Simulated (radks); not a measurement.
Ionisation of the caesium ion Cs15+, [Kr] 4d4, to [Kr] 4d3 as the strength of local exchange is varied. Calculated with a radial shooting solver on a logarithmic mesh with Libxc functionals: scalar-relativistic Kohn-Sham, Slater X-alpha exchange (alpha = 2/3 is LDA exchange), no correlation, spin-unpolarised, spherical densities, finite nucleus; Fermi nuclear charge, rms radius 4.8041 fm.

| alpha | E(Cs15+) (hartree) | exchange (hartree) | IE (eV) | -e of the level emptied (eV) | <r> of it (bohr) |
|---|---|---|---|---|---|
| 0.566 | -7668.4998 | -143.3904 | 373.47 | 358.41 (4d) | 0.7379 |
| 0.601 | -7677.3972 | -152.4019 | 375.43 | 360.35 (4d) | 0.7360 |
| 0.622 | -7682.7397 | -157.8169 | 376.61 | 361.52 (4d) | 0.7349 |
| 0.667 | -7694.1982 | -169.4409 | 379.14 | 364.03 (4d) | 0.7326 |
| 0.679 | -7697.2562 | -172.5453 | 379.82 | 364.70 (4d) | 0.7319 |
| 1 | -7779.4261 | -256.3240 | 398.17 | 382.91 (4d) | 0.7155 |

NIST Atomic Spectra Database: 382 +/- 3 eV (theoretical). The Delta-SCF value meets it near alpha = 0.72. Spin polarisation and multiplet splitting are left out, so open shells lie too high by an amount that depends on their filling. Spin-orbit splitting is averaged out at the scalar-relativistic level.

Beside tabulated values, note that spin-unpolarised runs miss the spin-polarisation part of the exchange energy of open shells.
